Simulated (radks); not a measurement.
Polarisabilities and homonuclear dispersion coefficients (atomic units). Calculated with a radial shooting solver on a logarithmic mesh with Libxc functionals: scalar-relativistic Kohn-Sham, exchange-only LDA, spin-polarised, spherical densities, finite nucleus; open shells are filled with parallel spins first (spin-orbit coupling, left out, can overturn this in heavy ions); Fermi nuclear charge, rms radius of each element as measured or else 0.836 A^(1/3) + 0.57 fm. Response by self-consistent Sternheimer equations with the Hartree and adiabatic exchange-only LDA kernel, the relativistic mass of each level held fixed and spin-orbit coupling left out. For heavy and open-shell atoms this level of theory can miss by tens of per cent. "Uncoupled" leaves out the induced potential. Quadrupole and octupole values are given only where no p, d or f shell is open.

\begin{tabular}{lrrrrrrrr}
species & configuration & alpha1 (bohr^3) & alpha1, uncoupled & alpha2 (bohr^5) & alpha3 (bohr^7) & C6 & C8 & recommended alpha1 \\ \hline
Cd+ & [Kr] 4d10 5s1 & 22.59 & 36.11 & 115.1 & 1288 & 136.0 & 3939 & - \\
F & [He] 2s2 2p5 & 4.563 & 5.337 & - & - & 12.48 & - & 3.74 +/- 0.08 \\
Lu+ & [Xe] 4f14 6s2 & 57.54 & 106.3 & 899.9 & 9393 & 567.4 & 36620 & - \\
Nb3+ & [Kr] 4d2 & 6.390 & 8.996 & - & - & 27.78 & - & - \\
Mo & [Kr] 4d5 5s1 & 76.18 & 137.1 & - & - & 813.8 & - & 87 +/- 6 \\
Dy2+ & [Xe] 4f10 & 10.16 & 26.96 & - & - & 47.91 & - & - \\
N+ & [He] 2s2 2p2 & 4.084 & 5.735 & - & - & 8.944 & - & - \\
Ir+ & [Xe] 4f14 5d7 6s1 & 24.84 & 44.92 & - & - & 205.0 & - & - \\
\end{tabular}

Recommended values: Schwerdtfeger and Nagle, table of static dipole polarisabilities (2023 update), measured or computed.
